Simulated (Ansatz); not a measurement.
Two isomers of CH9BSiSn: A = `[SiH3]B[CH2][SnH3]`, B = `C[B]([SiH3])[SnH3]`.

Gas-phase electronic energies from Ansatz, PBE0-D4/def2-TZVP geometries. CCSD(T)/CBS is the MP2 limit (def2-TZVPP, def2-QZVPP) plus CCSD(T) − MP2 in def2-TZVPP, frozen cores. DFT in def2-TZVPP. B3LYP here is the variant with VWN-RPA as its local correlation; programs differ in this. def2 core potentials past Kr. For Sn outer-core shells are correlated without core-valence functions, which leaves a few kJ/mol of doubt a bond. One conformer a species, not always the lowest.

A:

Z-matrix (Å, degrees):
```
Sn
B 1 2.725
C 1 2.219 2 33.7
H 1 1.702 2 117.9 3 77.8
H 1 1.702 2 122.6 3 -68.9
H 1 1.705 2 79.3 3 -175.4
Si 2 2.017 1 108.4 3 116.9
H 2 1.202 1 103.4 3 -115.9
H 3 1.090 1 102.9 2 -121.6
H 3 1.090 1 103.0 2 121.3
H 7 1.490 2 113.4 1 78.7
H 7 1.493 2 109.0 1 -162.0
H 7 1.494 2 112.3 1 -43.5
```

B:

```xyz
13

C     1.021    0.892   -1.199
B     0.127    0.211   -0.129
Si   -1.285    1.218    0.894
Sn    0.337   -2.005    0.277
H     1.138    1.974   -1.094
H     1.989    0.424   -1.392
H     0.428    0.749   -2.122
H    -2.524    0.417    1.098
H    -1.661    2.531    0.293
H    -0.698    1.484    2.243
H     1.862   -2.623   -0.204
H    -0.855   -2.876   -0.593
H     0.119   -2.398    1.928
```

Which isomer does CCSD(T)/CBS put lower? Give the gap. (An estimate is asked.)

Ansatz gave: A, by 21.9 kJ/mol.

Give E(B) − E(A) in kJ/mol with CCSD(T)/def2-TZVPP, MP2/def2-TZVPP, B3LYP-D4, B3LYP, B2PLYP, PBE0-D4, ωB97M-V. (Best estimate.)

The calculation gave: CCSD(T)/def2-TZVPP 21.4, MP2/def2-TZVPP 27.6, B3LYP-D4 15.4, B3LYP 12.6, B2PLYP 18.1, PBE0-D4 15.0, ωB97M-V 19.9. None reverses the order clearly.

Largest T1 diagnostic: 0.014.

In def2-TZVPP, CCSD(T) changes the Hartree–Fock value by +12.1 kJ/mol (the triples alone add +3.2 kJ/mol) and MP2 by +18.3 kJ/mol.
